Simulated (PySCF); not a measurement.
PySCF 2.14 output of an unrestricted r2SCAN calculation on a single atom or ion in x2c-TZVPPall with one added diffuse shell each of s, p, d, f type (12s8p8d4f1g, 113 functions), with the spin-free X2C one-electron Hamiltonian (Gaussian nucleus):

```
SCF conv_tol = 1e-09
number electrons alpha = 40  beta = 36
    J. W. Furness, A. D. Kaplan, J. Ning, J. P. Perdew, and J. Sun.,  J. Phys. Chem. Lett. 11, 8208-8215 (2020)
    J. W. Furness, A. D. Kaplan, J. Ning, J. P. Perdew, and J. Sun.,  J. Phys. Chem. Lett. 11, 9248-9248 (2020)
    J. W. Furness, A. D. Kaplan, J. Ning, J. P. Perdew, and J. Sun.,  J. Phys. Chem. Lett. 11, 8208-8215 (2020)
    J. W. Furness, A. D. Kaplan, J. Ning, J. P. Perdew, and J. Sun.,  J. Phys. Chem. Lett. 11, 9248-9248 (2020)
cycle= 1 E= -18414.4067501797  delta_E= -0.025  |g|= 0.213  |ddm|= 0.322
cycle= 2 E= -18414.4072057511  delta_E= -0.000456  |g|= 0.188  |ddm|= 0.144
cycle= 3 E= -18414.4097590363  delta_E= -0.00255  |g|= 0.0145  |ddm|= 0.074
cycle= 4 E= -18414.4098261949  delta_E= -6.72e-05  |g|= 0.00407  |ddm|= 0.0174
cycle= 5 E= -18414.4098503855  delta_E= -2.42e-05  |g|= 0.000776  |ddm|= 0.0183
cycle= 6 E= -18414.4098518451  delta_E= -1.46e-06  |g|= 0.000238  |ddm|= 0.00498
cycle= 7 E= -18414.4098519252  delta_E= -8.01e-08  |g|= 5.32e-05  |ddm|= 0.0014
cycle= 8 E= -18414.4098519266  delta_E= -1.4e-09  |g|= 1.5e-05  |ddm|= 0.000145
cycle= 9 E= -18414.4098519268  delta_E= -2.04e-10  |g|= 1.88e-06  |ddm|= 7.89e-05
converged SCF energy = -18414.4098519268  <S^2> = 6.0020744  2S+1 = 5.0008297
```

The run itself started from symmetry-adapted Hartree-Fock orbitals and held the occupation by maximum overlap, on a logarithmic radial grid, so the iterations belong to that start.

Problem. Which element, charge and spin multiplicity is this?

Solution. Pt²⁺ (platinum, charge +2), multiplicity 5; the state was [Xe] 4f14 5d7 6p1, one real determinant (an excited configuration).

⟨L²⟩ = 13.78 against 20 for a pure G term, so this real determinant mixes terms. Spin-orbit coupling, absent here, splits the open shell strongly.
